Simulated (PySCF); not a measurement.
## Energy of Mo⁺ (molybdenum, charge +1) between two integer charges

The 4d alpha orbital of [Kr] 4d5 is emptied in steps (occupation f), with all orbitals relaxed, ending at [Kr] 4d4. Computed with PySCF 2.14 in x2c-TZVPall (8s6p6d1f, 63 functions), with scalar relativity by spin-free X2C-1e. The exact energy is a straight line in f; departures are measured from the line between the end points of the same method.

```csv
f,BHandHLYP (eV),wB97X (eV),HSE06 (eV)
1,0.000,0.000,0.000
0.9,-0.180,-0.090,-0.356
0.7,-0.425,-0.214,-0.835
0.5,-0.511,-0.257,-0.999
0.3,-0.433,-0.217,-0.843
0.1,-0.187,-0.092,-0.362
0,0.000,0.000,0.000
```

| method | E(f=0) − E(f=1) (eV) | −ε at f=1 (eV) | −ε at f=0.5 (eV) |
| --- | --- | --- | --- |
| BHandHLYP | 15.878 | 13.883 | 15.856 |
| wB97X | 15.830 | 14.834 | 15.822 |
| HSE06 | 16.328 | 12.387 | 16.305 |

Orbital energy along the path (eV):

```csv
f,BHandHLYP,wB97X,HSE06
1,-13.883,-14.834,-12.387
0.9,-14.264,-15.019,-13.154
0.7,-15.047,-15.409,-14.715
0.5,-15.856,-15.822,-16.305
0.3,-16.684,-16.245,-17.916
0.1,-17.531,-16.656,-19.542
0,-17.972,-16.855,-20.362
```

Reference removal energy between the ground levels: 16.16 ± 0.12 eV (semi-empirical (NIST evaluation); NIST Atomic Spectra Database, ionization energies). The calculation has no spin-orbit coupling. The determinant left behind need not be the lowest term of the ion.
